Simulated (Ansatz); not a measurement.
CH4FGeO, SMILES `C[O][GeH][F]` radical, 8 atoms. Charge 0, multiplicity 2. Correlated methods include outer-core shells of Ge, which these sets cover unevenly. Scalar relativity is left out up to krypton. All runs use 4 threads of an Arm Neoverse V2 on a shared host. Correlated methods freeze the cores. Open-shell runs search over several starts.

**Question.** Give the basis size and wall time and peak host memory of each of these runs in Ansatz. UKS ωB97M-V/def2-SVP energy; UHF-CCSD(T)/def2-TZVPP energy; UKS PBE-QIDH (frozen core)/def2-TZVPP energy; UKS PBE0-D4/def2-SVP energy; UHF-MP2/def2-QZVPP energy; UHF-CCSD(T)/def2-SVP energy; UKS PBE0-D4/def2-TZVP frequencies; UKS PBE0-D4/def2-QZVPP energy; direct RPA on PBE orbitals/def2-TZVPP energy; UKS CAM-B3LYP-D4/def2-TZVPP energy; UKS SPW92 (LDA)/def2-TZVPP energy; UKS ωB97M-V/def2-QZVPP energy. (An estimate is asked.)

**Answer.** The calculation gave: Other jobs shared the machine, so times are rough.

```csv
level,job,functions,wall time,peak host memory (GiB)
UKS SPW92 (LDA)/def2-TZVPP,energy,197,1.2 s,0.25
UKS PBE0-D4/def2-SVP,energy,94,1.5 s,0.4
UKS CAM-B3LYP-D4/def2-TZVPP,energy,197,3.6 s,0.66
UKS PBE-QIDH (frozen core)/def2-TZVPP,energy,197,5 s,0.59
direct RPA on PBE orbitals/def2-TZVPP,energy,197,5.5 s,0.56
UKS ωB97M-V/def2-SVP,energy,94,5.5 s,0.44
UKS PBE0-D4/def2-QZVPP,energy,380,9 s,1.5
UHF-CCSD(T)/def2-SVP,energy,94,14 s,0.77
UHF-MP2/def2-QZVPP,energy,380,18 s,1.9
UKS ωB97M-V/def2-QZVPP,energy,380,22 s,1.9
UKS PBE0-D4/def2-TZVP,frequencies,165,84 s,0.5
UHF-CCSD(T)/def2-TZVPP,energy,197,5 min,6.9
```
